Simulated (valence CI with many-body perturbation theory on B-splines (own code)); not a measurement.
**Level structure of Sr³²⁺**

Calculated by configuration interaction combined with many-body perturbation theory (CI+MBPT): four valence electrons over a frozen Dirac-Fock core [He], a basis of 11 s, 11 p, 9 d, 7 f, 5 g, 2 h, 1 i functions for each j, with the one-electron correlation potential Σ1 (screened to all orders), the two-electron term Σ2, the three-electron term Σ3, Breit, model QED; selected single and double excitations, second order for the rest (own B-spline code, finite nucleus).

No measured spectrum was set against this ion. As an estimate, large intervals hold to a few tenths of a per cent, small ones and those within an open d or f shell to about a per cent. Among the levels kept, up to 290 cm⁻¹ of a level comes from second order outside the variational space, and about a tenth of that is noise between levels of different J, which matters for small intervals.

Levels 91 to 112 of 112, with energies above the lowest level, (2s^2 2p1/2^2) J=0. "Leading %" is the weight of the configuration and term that name the level; weights of strongly mixed levels are sums over their largest components and can fall short. In the jj column 3d3/2^4 stands for four electrons in 3d with j = 3/2.

| No. | Configuration | Term | J | E (Ry) | Leading % | Second component | Leading jj |
| --- | --- | --- | --- | --- | --- | --- | --- |
| 91 | 2s 2p2 3p | 3F° | 3 | 186.97 | 56 | 23 % 2s 2p2 3p 3D° | 2s 2p1/2 2p3/2 3p3/2 (92 %) |
| 92 | 2s 2p2 3d | 5F | 5 | 187.04 | 68 | 32 % 2s 2p2 3d 3G | 2s 2p1/2 2p3/2 3d5/2 (88 %) |
| 93 | 2s 2p2 3p | 3D° | 2 | 187.08 | 33 | 22 % 2s 2p2 3p 3P° | 2s 2p1/2 2p3/2 3p3/2 (89 %) |
| 94 | 2s 2p2 3d | 3P | 1 | 187.18 | 38 | 33 % 2s 2p2 3d 3D | 2s 2p1/2 2p3/2 3d5/2 (90 %) |
| 95 | 2s 2p2 3d | 5D | 3 | 187.41 | 40 | 23 % 2s 2p2 3d 3D | 2s 2p1/2 2p3/2 3d3/2 (51 %) |
| 96 | 2s 2p2 3d | 5P | 2 | 187.43 | 46 | 20 % 2s 2p2 3d 5D | 2s 2p1/2 2p3/2 3d3/2 (78 %) |
| 97 | 2s 2p2 3p | 3P° | 1 | 187.55 | 45 | 19 % 2s 2p2 3p 3D° | 2s 2p1/2 2p3/2 3p3/2 (92 %) |
| 98 | 2s 2p2 3d | 5P | 1 | 187.57 | 62 | 14 % 2s 2p2 3d 3P | 2s 2p1/2 2p3/2 3d3/2 (82 %) |
| 99 | 2s 2p2 3p | 3P° | 0 | 187.57 | 89 | 10 % 2s 2p2 3p 1S° | 2s 2p1/2 2p3/2 3p3/2 (95 %) |
| 100 | 2s 2p2 3p | 3D° | 2 | 187.70 | 48 | 22 % 2s 2p2 3p 1D° | 2s 2p1/2 2p3/2 3p3/2 (81 %) |
| 101 | 2s 2p2 3p | 3P° | 1 | 187.99 | 58 | 10 % 2s 2p2 3p 1P° | 2s 2p1/2 2p3/2 3p3/2 (81 %) |
| 102 | 2s 2p2 3d | 3D | 2 | 188.27 | 32 | 19 % 2s 2p2 3d 3F | 2s 2p1/2 2p3/2 3d5/2 (72 %) |
| 103 | 2s 2p2 3d | 3D | 3 | 188.36 | 64 | 18 % 2s 2p2 3d 1F | 2s 2p1/2 2p3/2 3d5/2 (68 %) |
| 104 | 2s 2p2 3d | 3F | 4 | 188.52 | 55 | 24 % 2s 2p2 3d 1G | 2s 2p1/2 2p3/2 3d5/2 (60 %) |
| 105 | 2s 2p2 3d | 3D | 1 | 188.59 | 55 | 20 % 2s 2p2 3d 3P | 2s 2p1/2 2p3/2 3d5/2 (80 %) |
| 106 | 2s 2p2 3d | 3P | 0 | 188.60 | 77 | 15 % 2s 2p2 3d 1S | 2s 2p1/2 2p3/2 3d5/2 (81 %) |
| 107 | 2s 2p2 3p | 3P° | 2 | 188.84 | 33 | 24 % 2s 2p2 3p 3D° | 2s 2p3/2^2 3p1/2 (84 %) |
| 108 | 2s 2p2 3s | 3S | 1 | 189.04 | 59 | 26 % 2s 2p2 3s 3P | 2s 2p3/2^2 3s (86 %) |
| 109 | 2s 2p2 3p | 3D° | 3 | 189.04 | 51 | 24 % 2s 2p2 3p 1F° | 2s 2p3/2^2 3p1/2 (86 %) |
| 110 | 2s 2p2 3s | 3P | 2 | 189.27 | 72 | 11 % 2s 2p2 3s 1D | 2s 2p3/2^2 3s (88 %) |
| 111 | 2s 2p2 3s | 1P | 1 | 189.39 | 60 | 15 % 2s 2p2 3s 3D | 2s 2p3/2^2 3s (89 %) |
| 112 | 2s 2p2 3d | 3G | 3 | 189.54 | 64 | 19 % 2s 2p2 3d 1F | 2s 2p1/2 2p3/2 3d3/2 (95 %) |
